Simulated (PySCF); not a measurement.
Oscillator strengths, rates and cross-sections

Species: C11H16O2.
Atom-mapped SMILES: `[CH:1]#[C:2][C@@H:3]1[CH2:4][CH2:5][C@:6]2([CH2:7][O:8][CH3:9])[O:10][C@:11]12[CH2:12][CH3:13]` (hydrogens: H14 on C1; H15 on C3; H16, H17 on C4; H18, H19 on C5; H20, H21 on C7; H22, H23, H24 on C9; H25, H26 on C12; H27, H28, H29 on C13)

Method: TDDFT CAM-B3LYP/def2-SVPD, vertical, gas phase, core orbitals frozen in the response in PySCF 2.14.0, density-fitted response routines. The structure is a single PBE0-D3(BJ)/def2-SVP conformer in the gas phase; no vibrational or solvent corrections.

Computed singlets with f of 0.002 or more:

```tsv
state	λ (nm)	f
S2	184.3	0.0035
S3	184.2	0.0026
S4	170.3	0.025
S5	164.6	0.024
S6	162.4	0.041
S7	157.5	0.045
S8	156.0	0.019
S9	152.9	0.062
S10	150.8	0.060
```

Question: Turn these into Einstein A coefficients, radiative lifetimes, transition dipoles and integrated cross-sections.

Answer: A / s⁻¹ = 0.6670 f (ν̃ / cm⁻¹)² and τ = 1/A in vacuum; |μ| follows from f = (2/3) ΔE |μ|² (atomic units, 1 au = 2.5417 D); ∫σ dE = 109.76 f Mb·eV.

```json
{"state": "S2", "A (s⁻¹)": "6.9×10⁶", "τ": "140 ns", "|μ| (D)": "0.37", "∫σ dE (Mb·eV)": "0.39"}
{"state": "S3", "A (s⁻¹)": "5.1×10⁶", "τ": "200 ns", "|μ| (D)": "0.32", "∫σ dE (Mb·eV)": "0.28"}
{"state": "S4", "A (s⁻¹)": "5.7×10⁷", "τ": "18 ns", "|μ| (D)": "0.95", "∫σ dE (Mb·eV)": "2.7"}
{"state": "S5", "A (s⁻¹)": "6.0×10⁷", "τ": "17 ns", "|μ| (D)": "0.93", "∫σ dE (Mb·eV)": "2.7"}
{"state": "S6", "A (s⁻¹)": "1.0×10⁸", "τ": "9.8 ns", "|μ| (D)": "1.18", "∫σ dE (Mb·eV)": "4.5"}
{"state": "S7", "A (s⁻¹)": "1.2×10⁸", "τ": "8.2 ns", "|μ| (D)": "1.23", "∫σ dE (Mb·eV)": "5"}
{"state": "S8", "A (s⁻¹)": "5.1×10⁷", "τ": "19 ns", "|μ| (D)": "0.79", "∫σ dE (Mb·eV)": "2.1"}
{"state": "S9", "A (s⁻¹)": "1.8×10⁸", "τ": "5.7 ns", "|μ| (D)": "1.42", "∫σ dE (Mb·eV)": "6.8"}
{"state": "S10", "A (s⁻¹)": "1.8×10⁸", "τ": "5.6 ns", "|μ| (D)": "1.39", "∫σ dE (Mb·eV)": "6.6"}
```

Leading configurations: S2 H→L+6 (16%); S3 H-1→L+6 (16%); S4 H-2→L (77%); S5 H→L+1 (43%); S6 H-1→L+1 (54%); S7 H→L+2 (20%); S8 H→L+2 (30%); S9 H→L+3 (49%); S10 H-3→L+1 (16%) (H = HOMO, L = LUMO).

Only emission to the ground state at the vertical energy is counted.

Question: Suppose S2 emitted 0.3 eV lower with the same transition dipole. How would A change?

Answer: At fixed |μ|, A goes as the cube of the energy: (6.43/6.73)³ = 0.87, which makes τ about 170 ns.

Question: How much energy does a mole of photons resonant with S10 carry?

Answer: 8.222 eV × 96.485 = 793 kJ/mol (190 kcal/mol).

Question: Which computed singlets stay under f = 0.002?

Answer: S1 (6.47 eV, f 0.0000).
